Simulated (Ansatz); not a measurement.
`BS[CH2][GeH3]` + H₂O → `BSCO` + GeH₄  (formal hydrolysis of a C–Ge bond)

Calculated with Ansatz (gas phase, PBE0-D4/def2-TZVP geometries, no zero-point term in ΔE). CCSD(T)/CBS is the MP2 limit (def2-TZVPP, def2-QZVPP) plus CCSD(T) − MP2 in def2-TZVPP, frozen cores. This one scheme is used for every species. For Ge outer-core shells are correlated without core-valence functions, which leaves a few kJ/mol of doubt a bond. Scalar relativity is left out up to krypton. One conformer a species, not always the lowest.

`BS[CH2][GeH3]`:

Z-matrix (Å, degrees):
```
C
S 1 1.810
Ge 1 1.966 2 111.8
H 1 1.091 2 107.1 3 120.2
H 1 1.090 2 109.5 3 -122.7
B 2 1.751 1 105.6 3 82.7
H 3 1.536 1 109.0 2 57.1
H 3 1.535 1 108.6 2 -62.4
H 3 1.540 1 109.7 2 177.3
H 6 1.192 2 115.7 1 -179.5
H 6 1.194 2 121.3 1 1.1
```

H₂O:

Z-matrix (Å, degrees):
```
O
H 1 0.960
H 1 0.960 2 105.1
```

`BSCO`:

```xyz
9

B    -0.984   -1.443   -0.078
S    -0.243   -0.314   -1.197
C     0.875    0.680   -0.135
O     0.381    1.950    0.135
H    -0.685   -1.435    1.079
H    -1.785   -2.203   -0.527
H     1.802    0.813   -0.692
H     1.066    0.089    0.765
H    -0.427    1.864    0.650
```

GeH₄:

Z-matrix (Å, degrees):
```
Ge
H 1 1.534
H 1 1.534 2 109.5
H 1 1.534 2 109.5 3 -120.0
H 1 1.534 2 109.5 3 120.0
```

```tsv
species	CCSD(T)/def2-TZVPP energy (Eh)
`BS[CH2][GeH3]`	-2540.36698
H₂O	-76.33701
`BSCO`	-538.69119
GeH₄	-2077.98646
```

Q: Work out ΔE.

A: ΔE = (-538.69119) + (-2077.98646) − (-2540.36698) − (-76.33701) = 0.02634 Eh = +69.2 kJ/mol. CCSD(T)/CBS gives +74.9 kJ/mol.

Largest T1 diagnostic among the species: 0.014.

The D4 term adds +8.1 kJ/mol with B3LYP and +4.5 kJ/mol with PBE0; it sums over pairs of atoms, weighted by their polarisabilities, and B3LYP, whose exchange is more repulsive, gets the larger term. In def2-TZVPP, CCSD(T) changes the Hartree–Fock value by +19.3 kJ/mol (the triples alone add +1.1 kJ/mol) and MP2 by +29.5 kJ/mol.

B3LYP here is the variant with VWN-RPA as its local correlation; programs differ in this.
